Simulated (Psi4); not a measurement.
A run for Psi4: SAPT0/jun-cc-pV(D+d)Z on F3H3Si (a complex), monomers drawn apart or pushed together.

```
memory 1837 MB

molecule dimer {
0 1
F     0.65694701    0.01640740   -1.45081416
Si    0.07944110   -0.38767010   -0.02733471
F     0.64957417    0.69041230    1.02424819
H    -1.38179289   -0.26436893   -0.04829726
H     0.60583874   -1.70358573    0.34950397
--
0 1
F    -0.50529485   -0.02687409    4.16260189
H    -0.02791056    0.45163022    3.52304591
units angstrom
symmetry c1
no_reorient
no_com
}

set {
  basis jun-cc-pV(D+d)Z
  scf_type df
  freeze_core true
}

energy('sapt0')
```

It printed:

```
[...]
==> Input File <==

--------------------------------------------------------------------------
memory 1837 MB

molecule dimer {
0 1
F     0.65694701    0.01640740   -1.45081416
Si    0.07944110   -0.38767010   -0.02733471
F     0.64957417    0.69041230    1.02424819
H    -1.38179289   -0.26436893   -0.04829726
H     0.60583874   -1.70358573    0.34950397
--
0 1
F    -0.50529485   -0.02687409    4.16260189
H    -0.02791056    0.45163022    3.52304591
units angstrom
symmetry c1
no_reorient
no_com
}

set {
  basis jun-cc-pV(D+d)Z
  scf_type df
  freeze_core true
}

energy('sapt0')
--------------------------------------------------------------------------


   => Loading Basis Set <=

    Name: JUN-CC-PV(D+D)Z
    Role: ORBITAL
    Keyword: BASIS
    atoms 1, 3, 6 entry F          line   290 file jun-cc-pv_dpd_z.gbs
    atoms 2       entry SI         line   566 file jun-cc-pv_dpd_z.gbs
    atoms 4-5, 7  entry H          line    60 file jun-cc-pv_dpd_z.gbs

   => Loading Basis Set <=

    Name: JUN-CC-PV(D+D)Z
    Role: ORBITAL
    Keyword: BASIS
    atoms 1, 3, 6 entry F          line   290 file jun-cc-pv_dpd_z.gbs
    atoms 2       entry SI         line   566 file jun-cc-pv_dpd_z.gbs
    atoms 4-5, 7  entry H          line    60 file jun-cc-pv_dpd_z.gbs


  //>>>>>>>>>>>>>>>>>>>>>>>>>>>>>>>>>>>//
  //              Dimer HF             //
  //<<<<<<<<<<<<<<<<<<<<<<<<<<<<<<<<<<<//

   => Libint2 <=

    Primary   basis highest AM E, G, H:  7, 6, 3
    Auxiliary basis highest AM E, G, H:  7, 7, 4
    Onebody   basis highest AM E, G, H:  -, -, -
    Solid Harmonics ordering:            Gaussian


   => Loading Basis Set <=

    Name: JUN-CC-PV(D+D)Z
    Role: ORBITAL
    Keyword: BASIS
    atoms 1, 3, 6 entry F          line   290 file jun-cc-pv_dpd_z.gbs
    atoms 2       entry SI         line   566 file jun-cc-pv_dpd_z.gbs
    atoms 4-5, 7  entry H          line    60 file jun-cc-pv_dpd_z.gbs


         ---------------------------------------------------------
                                   SCF
               by Justin Turney, Rob Parrish, Andy Simmonett
                          and Daniel G. A. Smith
                              RHF Reference
                        1 Threads,   1751 MiB Core
         ---------------------------------------------------------

  ==> Geometry <==

    Molecular point group: c1
    Full point group: C1

    Geometry (in Angstrom), charge = 0, multiplicity = 1:

       Center              X                  Y                   Z               Mass
    ------------   -----------------  -----------------  -----------------  -----------------
         F            0.656947010000     0.016407400000    -1.450814160000    18.998403162730
         SI           0.079441100000    -0.387670100000    -0.027334710000    27.976926534650
         F            0.649574170000     0.690412300000     1.024248190000    18.998403162730
         H           -1.381792890000    -0.264368930000    -0.048297260000     1.007825032230
         H            0.605838740000    -1.703585730000     0.349503970000     1.007825032230
         F           -0.505294850000    -0.026874090000     4.162601890000    18.998403162730
         H           -0.027910560000     0.451630220000     3.523045910000     1.007825032230

  Running in c1 symmetry.

  Rotational constants: A =      0.49083  B =      0.04055  C =      0.03889 [cm^-1]
  Rotational constants: A =  14714.79113  B =   1215.60232  C =   1165.86829 [MHz]
  Nuclear repulsion =  166.182027752718426

  Charge       = 0
  Multiplicity = 1
  Electrons    = 44
  Nalpha       = 22
  Nbeta        = 22

  ==> Algorithm <==

  SCF Algorithm Type is DF.
  DIIS enabled.
  MOM disabled.
  Fractional occupation disabled.
  Guess Type is SAD.
  Energy threshold   = 1.00e-08
  Density threshold  = 1.00e-08
  Integral threshold = 1.00e-12

  ==> Primary Basis <==

  Basis Set: JUN-CC-PV(D+D)Z
    Blend: JUN-CC-PV(D+D)Z
    Number of shells: 44
    Number of basis functions: 96
    Number of Cartesian functions: 101
    Spherical Harmonics?: true
    Max angular momentum: 2

   => Loading Basis Set <=

    Name: (JUN-CC-PV(D+D)Z AUX)
    Role: JKFIT
    Keyword: DF_BASIS_SCF
    atoms 1, 3, 6 entry F          line   314 file jun-cc-pvdz-jkfit.gbs
    atoms 2       entry SI         line   506 file jun-cc-pvdz-jkfit.gbs
    atoms 4-5, 7  entry H          line    70 file jun-cc-pvdz-jkfit.gbs

  ==> Integral Setup <==

  DFHelper Memory: AOs need 0.030 GiB; user supplied 1.283 GiB.
  SCF_SUBTYPE=INCORE selected. In-core MEM_DF algorithm will be used.
  Using in-core AOs.

  ==> MemDFJK: Density-Fitted J/K Matrices <==

    J tasked:                   Yes
    K tasked:                   Yes
    wK tasked:                   No
    OpenMP threads:               1
    Algorithm:                 Core
    Schwarz Cutoff:           1E-12
    Mask sparsity (%):       8.0512
    Fitting Condition:        1E-10

   => Auxiliary Basis Set <=

  Basis Set: (JUN-CC-PV(D+D)Z AUX)
 
[...]
080    89A      7.436657
      90A      7.483270    91A     14.205144    92A     14.335968
      93A     14.450575    94A     42.870408    95A     42.889492
      96A    103.655752

    Final Occupation by Irrep:
              A
    DOCC [     5 ]
    NA   [     5 ]
    NB   [     5 ]

  @DF-RHF Final Energy:  -100.03009484698256

   => Energetics <=

    Nuclear Repulsion Energy =              5.1181296191899204
    One-Electron Energy =                -150.3393310971223684
    Two-Electron Energy =                  45.1911066309499034
    Total Energy =                       -100.0300948469825499

Computation Completed


Properties will be evaluated at   0.000000,   0.000000,   0.000000 [a0]

Properties computed using the SCF density matrix


 Multipole Moments:

 ------------------------------------------------------------------------------------
     Multipole            Electronic (a.u.)      Nuclear  (a.u.)        Total (a.u.)
 ------------------------------------------------------------------------------------

 L = 1.  Multiply by 2.5417464519 to convert [e a0] to [Debye]
 Dipole X            :          9.0625554           -8.6465632            0.4159922
 Dipole Y            :          0.0212871            0.3963954            0.4176825
 Dipole Z            :        -78.0079167           77.4531898           -0.5547270
 Magnitude           :                                                    0.8094629

 ------------------------------------------------------------------------------------

  Constructing Basis Sets for SAPT...

   => Loading Basis Set <=

    Name: (JUN-CC-PV(D+D)Z AUX)
    Role: RIFIT
    Keyword: DF_BASIS_SAPT
    atoms 1, 3, 6 entry F          line   232 file jun-cc-pvdz-ri.gbs
    atoms 2       entry SI         line   376 file jun-cc-pvdz-ri.gbs
    atoms 4-5, 7  entry H          line    30 file jun-cc-pvdz-ri.gbs

   => Loading Basis Set <=

    Name: (JUN-CC-PV(D+D)Z AUX)
    Role: JKFIT
    Keyword: DF_BASIS_ELST
    atoms 1, 3, 6 entry F          line   314 file jun-cc-pvdz-jkfit.gbs
    atoms 2       entry SI         line   506 file jun-cc-pvdz-jkfit.gbs
    atoms 4-5, 7  entry H          line    70 file jun-cc-pvdz-jkfit.gbs


  //>>>>>>>>>>>>>>>>>>>>>>>>>>>>>>>>>>>//
  //               SAPT0               //
  //<<<<<<<<<<<<<<<<<<<<<<<<<<<<<<<<<<<//



        SAPT0
    Ed Hohenstein
     6 June 2009

      Orbital Information
  --------------------------
    NSO        =        96
    NMO        =        96
    NRI        =       322
    NRI (Elst) =       427
    NOCC A     =        17
    NOCC B     =         5
    FOCC A     =         7
    FOCC B     =         1
    NVIR A     =        79
    NVIR B     =        91

    Elst10,r            =    -0.003727019568 [Eh]
    Exch10              =     0.000451679119 [Eh]
    Exch10 (S^2)        =     0.000451531490 [Eh]

    Maxiter = 50
    CPHF R converge = 1.000000E-08

    Iter     Energy [mEh]          dE [mEh]         Residual      Time [s]
       1      -0.24486970       0.244869701     3.720605e-03             0
       2      -0.29200230       0.047132597     1.888361e-03             0
       3      -0.31229297       0.020290671     2.960693e-04             0
       4      -0.31151181      -0.000781161     7.749405e-05             0
       5      -0.31122238      -0.000289427     1.801129e-05             0
       6      -0.31125632       0.000033937     7.216358e-06             0
       7      -0.31128427       0.000027957     1.225283e-06             0
       8      -0.31128187      -0.000002406     2.591434e-07             0
       9      -0.31128132      -0.000000549     3.966568e-08             0
      10      -0.31128145       0.000000129     6.429262e-09             0

    CHF Iterations converged

    Maxiter = 50
    CPHF R converge = 1.000000E-08

    Iter     Energy [mEh]          dE [mEh]         Residual      Time [s]
       1      -0.05685398       0.056853980     1.595632e-03             0
       2      -0.06550022       0.008646237     8.120881e-04             0
       3      -0.06918359       0.003683376     1.624777e-04             0
       4      -0.06870637      -0.000477219     3.404694e-05             0
       5      -0.06867034      -0.000036032     7.198500e-06             0
       6      -0.06869034       0.000020001     1.284307e-06             0
       7      -0.06868684      -0.000003503     2.543108e-07             0
       8      -0.06868720       0.000000365     4.982983e-08             0
       9      -0.06868720      -0.000000002     7.580194e-09             0

    CHF Iterations converged

    Ind20,r (A<-B)      =    -0.000311281448 [Eh]
    Ind20,r (B<-A)      =    -0.000068687203 [Eh]
    Ind20,r             =    -0.000379968651 [Eh]
    Exch-Ind20,r (A<-B) =     0.000048051942 [Eh]
    Exch-Ind20,r (B<-A) =     0.000029076293 [Eh]
    Exch-Ind20,r        =     0.000077128236 [Eh]
    Disp20              =    -0.000370577569 [Eh]
    Disp20 (SS)         =    -0.000185288784 [Eh]
    Disp20 (OS)         =    -0.000185288784 [Eh]
    Exch-Disp20         =     0.000017854015 [Eh]
    Exch-Disp20 (SS)    =     0.000010145633 [Eh]
    Exch-Disp20 (OS)    =     0.000007708382 [Eh]

    SAPT Results
  --------------------------------------------------------------------------------------------------------
    Electrostatics                 -3.72701957 [mEh]      -2.33874009 [kcal/mol]      -9.78528853 [kJ/mol]
      Elst10,r                     -3.72701957 [mEh]      -2.33874009 [kcal/mol]      -9.78528853 [kJ/mol]

    Exchange                        0.45167912 [mEh]       0.28343293 [kcal/mol]       1.18588336 [kJ/mol]
      Exch10                        0.45167912 [mEh]       0.28343293 [kcal/mol]       1.18588336 [kJ/mol]
      Exch10(S^2)                   0.45153149 [mEh]       0.28334029 [kcal/mol]       1.18549576 [kJ/mol]

    Induction                      -0.34584138 [mEh]      -0.21701874 [kcal/mol]      -0.90800643 [kJ/mol]
      Ind20,r                      -0.37996865 [mEh]      -0.23843393 [kcal/mol]      -0.99760756 [kJ/mol]
      Exch-Ind20,r                  0.07712824 [mEh]       0.04839870 [kcal/mol]       0.20250015 [kJ/mol]
      delta HF,r (2)               -0.04300097 [mEh]      -0.02698351 [kcal/mol]      -0.11289902 [kJ/mol]

    Dispersion                     -0.35272355 [mEh]      -0.22133737 [kcal/mol]      -0.92607556 [kJ/mol]
      Disp20                       -0.37057757 [mEh]      -0.23254094 [kcal/mol]      -0.97295127 [kJ/mol]
      Exch-Disp20                   0.01785402 [mEh]       0.01120356 [kcal/mol]       0.04687571 [kJ/mol]
      Disp20 (SS)                  -0.18528878 [mEh]      -0.11627047 [kcal/mol]      -0.48647564 [kJ/mol]
      Disp20 (OS)                  -0.18528878 [mEh]      -0.11627047 [kcal/mol]      -0.48647564 [kJ/mol]
      Exch-Disp20 (SS)              0.01014563 [mEh]       0.00636648 [kcal/mol]       0.02663736 [kJ/mol]
      Exch-Disp20 (OS)              0.00770838 [mEh]       0.00483708 [kcal/mol]       0.02023835 [kJ/mol]

  Total HF                         -3.62118183 [mEh]      -2.27232591 [kcal/mol]      -9.50741159 [kJ/mol]
  Total SAPT0                      -3.97390538 [mEh]      -2.49366328 [kcal/mol]     -10.43348715 [kJ/mol]

  Special recipe for scaled SAPT0 (see Manual):
    Electrostatics sSAPT0          -3.72701957 [mEh]      -2.33874009 [kcal/mol]      -9.78528853 [kJ/mol]
    Exchange sSAPT0                 0.45167912 [mEh]       0.28343293 [kcal/mol]       1.18588336 [kJ/mol]
    Induction sSAPT0               -0.34576571 [mEh]      -0.21697126 [kcal/mol]      -0.90780774 [kJ/mol]
    Dispersion sSAPT0              -0.35270604 [mEh]      -0.22132638 [kcal/mol]      -0.92602957 [kJ/mol]
  Total sSAPT0                     -3.97381219 [mEh]      -2.49360480 [kcal/mol]     -10.43324247 [kJ/mol]
  --------------------------------------------------------------------------------------------------------



*** Psi4 exiting successfully. Buy a developer a beer!
```

The run finished.

Cost: very roughly 13 core-seconds.
